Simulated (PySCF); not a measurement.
# TDDFT excited states: C2BeN2

Be(CN)2, C2BeN2.
SMILES: `N#[C][Be][C]#N`

Computed with TDDFT wB97X-D/def2-SVPD, vertical, gas phase, core orbitals frozen in the response in PySCF. Isolated species at its PBE0-D3(BJ)/def2-SVP geometry, gas phase.

```json
{"state": "S1", "λ (nm)": "205.2", "E (eV)": "6.04", "f": "0.0000", "|μ| (D)": "0.00", "main configurations (H = HOMO, L = LUMO)": "H-1/H→L/L+1 (≥74%)"}
{"state": "S2", "λ (nm)": "199.3", "E (eV)": "6.22", "f": "0.0000", "|μ| (D)": "0.00", "main configurations (H = HOMO, L = LUMO)": "H-3/H-2→L/L+1 (≥75%)"}
{"state": "S3", "λ (nm)": "198.1", "E (eV)": "6.26", "f": "0.0000", "|μ| (D)": "0.00", "main configurations (H = HOMO, L = LUMO)": "H-1/H→L/L+1 (≥86%)"}
{"state": "S4", "λ (nm)": "198.1", "E (eV)": "6.26", "f": "0.0000", "|μ| (D)": "0.00", "main configurations (H = HOMO, L = LUMO)": "H-1/H→L/L+1 (≥86%)"}
{"state": "S5", "λ (nm)": "192.0", "E (eV)": "6.46", "f": "0.0000", "|μ| (D)": "0.01", "main configurations (H = HOMO, L = LUMO)": "H-3/H-2→L/L+1 (≥88%)"}
{"state": "S6", "λ (nm)": "192.0", "E (eV)": "6.46", "f": "0.0000", "|μ| (D)": "0.01", "main configurations (H = HOMO, L = LUMO)": "H-3/H-2→L/L+1 (≥88%)"}
{"state": "S7", "λ (nm)": "175.7", "E (eV)": "7.06", "f": "0.0000", "|μ| (D)": "0.00", "main configurations (H = HOMO, L = LUMO)": "H-4→L/L+1 (≥90%)"}
{"state": "S8", "λ (nm)": "175.7", "E (eV)": "7.06", "f": "0.0000", "|μ| (D)": "0.01", "main configurations (H = HOMO, L = LUMO)": "H-4→L/L+1 (≥90%)"}
{"state": "S9", "λ (nm)": "171.0", "E (eV)": "7.25", "f": "0.0000", "|μ| (D)": "0.01", "main configurations (H = HOMO, L = LUMO)": "H-5→L/L+1 (≥89%)"}
{"state": "S10", "λ (nm)": "171.0", "E (eV)": "7.25", "f": "0.0000", "|μ| (D)": "0.01", "main configurations (H = HOMO, L = LUMO)": "H-5→L/L+1 (≥89%)"}
```

Triplets (Tamm–Dancoff): T1 5.20 eV, H-1/H→L/L+1 (≥63%), H-3/H-2→L+6 (≥10%); T2 5.34 eV, H-3/H-2→L/L+1 (≥54%), H-1/H→L+6 (≥12%); T3 5.63 eV, H-1/H→L/L+1 (≥77%); T4 5.63 eV, H-1/H→L/L+1 (≥77%).

The lowest singlet comes at 205 nm (583 kJ/mol) in the ultraviolet; it is dark (f under 0.0005); its leading configuration is HOMO-1/HOMO→LUMO/LUMO+1 (≥74%). The largest oscillator strength of a single state is 0.0000. S3/S4, S5/S6, S7/S8 and S9/S10 lie within about 0.01 eV of each other in each set; the point group D∞h has degenerate representations, and within a degenerate level the listed configurations can mix freely. Löwdin shares by element: HOMO (one of a set within 0.03 eV) nitrogen 54%, carbon 46%; LUMO (one of a set within 0.03 eV) beryllium 43%, carbon 34%, nitrogen 12% or more. Orbital energies (eV): HOMO-3 -12.74, HOMO-2 -12.74, HOMO-1 -12.47, HOMO -12.47, LUMO -1.17, LUMO+1 -1.17, LUMO+2 1.63. The listed states span 1.21 eV, and the widest gap between neighbours is 0.60 eV (S6 to S7). Orbitals of the list HOMO-3 to LUMO+2 that lie within 0.01 eV of each other are written together with a slash and their weights summed (≥ marks a lower bound); for degenerate orbitals outside that list single weights are arbitrary. The window holds the lowest 10 singlets.

On an Arm Neoverse V2 with one thread, no GPU, shared host, this took 3.9 s of wall time.
